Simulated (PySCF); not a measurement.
How methods differ on the excitation energy of V⁺

V⁺ [Ar] 3d4 (5D) → V⁺ [Ar] 3d3 4p1 (high-spin determinant), as a difference of total energies. Computed with PySCF 2.14 in aug-cc-pVTZ with one added diffuse shell each of s, p, d, f, g type (9s8p6d4f3g, 118 functions), with no relativity, point nucleus. Correlated levels: valence: [Ar] frozen. The calculations carry no spin-orbit coupling.

```tsv
method	excitation energy (cm⁻¹)
UHF	28986
LDA	40262
PBE	37656
PBE0	36746
r2SCAN0	35236
BP86	37264
B2PLYP	35235
MP2 (valence)	33538
SCS-MP2 (valence)	30504
```

A first-order spin-orbit estimate (lowest level to lowest level, LS coupling) adds -0.031 eV.

The determinant of the upper state mixes LS terms, which raises its energy above the lowest term, most at the Hartree-Fock and MP2 levels.
